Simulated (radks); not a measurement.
The numbers below are computed, except where a source is named.
Trend from Lu to Hg: ionisation energy by Delta-SCF between NIST ground configurations, and size. Level of theory: scalar-relativistic Kohn-Sham, PBE, spin-unpolarised, spherical densities, point nucleus (a radial shooting solver on a logarithmic mesh with Libxc functionals).

| species | configuration | configuration of the ion | IE (eV) | NIST (eV) | kind |
|---|---|---|---|---|---|
| Lu | [Xe] 4f14 5d1 6s2 | [Xe] 4f14 6s2 | 5.256 | 5.426 | exp. |
| Hf | [Xe] 4f14 5d2 6s2 | [Xe] 4f14 5d1 6s2 | 6.499 | 6.825 | exp. |
| Ta | [Xe] 4f14 5d3 6s2 | [Xe] 4f14 5d3 6s1 | 8.468 | 7.550 | exp. |
| W | [Xe] 4f14 5d4 6s2 | [Xe] 4f14 5d4 6s1 | 8.883 | 7.864 | exp. |
| Re | [Xe] 4f14 5d5 6s2 | [Xe] 4f14 5d5 6s1 | 9.248 | 7.834 | exp. |
| Os | [Xe] 4f14 5d6 6s2 | [Xe] 4f14 5d6 6s1 | 9.577 | 8.438 | exp. |
| Ir | [Xe] 4f14 5d7 6s2 | [Xe] 4f14 5d7 6s1 | 9.880 | 8.967 | exp. |
| Pt | [Xe] 4f14 5d9 6s1 | [Xe] 4f14 5d9 | 9.194 | 8.959 | exp. |
| Au | [Xe] 4f14 5d10 6s1 | [Xe] 4f14 5d10 | 9.409 | 9.226 | exp. |
| Hg | [Hg] | [Xe] 4f14 5d10 6s1 | 10.688 | 10.438 | exp. |

Reference values: NIST Atomic Spectra Database (exp. = measured, semi-emp. = semi-empirical, theory = theoretical value adopted there). Spin polarisation and multiplet splitting are left out, so open shells lie too high by an amount that depends on their filling. Spin-orbit splitting is averaged out at the scalar-relativistic level.

Beside tabulated values, note that spin-unpolarised runs miss the spin-polarisation part of the exchange energy of open shells.
